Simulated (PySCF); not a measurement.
Se(OMe)(SeH) (CH4OSe2), SMILES CO[Se][SeH]. Geometry: PBE0-D3(BJ)/def2-SVP. This is a generated structure with no PubChem entry under its InChIKey; it may be hypothetical. One conformer was computed; it need not be the lowest.

The numbers are results of PBE0-D3(BJ)/def2-SVP run with PySCF, not measurements.

Harmonic wavenumbers (cm⁻¹): 88, 152, 232, 294, 309, 366, 604, 741, 1106, 1170, 1184, 1444, 1452, 1478, 2400, 3011, 3097, 3148. Rotational constants (GHz): 4.725, 1.576, 1.242; symmetry number 1.

Q: Work out the zero-point energy and the ideal-gas rigid-rotor harmonic-oscillator thermochemistry at 298.15 K and 1 atm.

A: ZPE = ½ Σ hcν = ½ × 22275 cm⁻¹ = 31.84 kcal/mol. H − E(el) = 36.36 kcal/mol. Entropy in cal/(mol K): translation 41.63, rotation 27.94, vibration 13.03, total 82.60. G − E(el) = 11.73 kcal/mol. Cp = 21.24 cal/(mol K). Modes under 150 cm⁻¹ make the vibrational entropy uncertain.
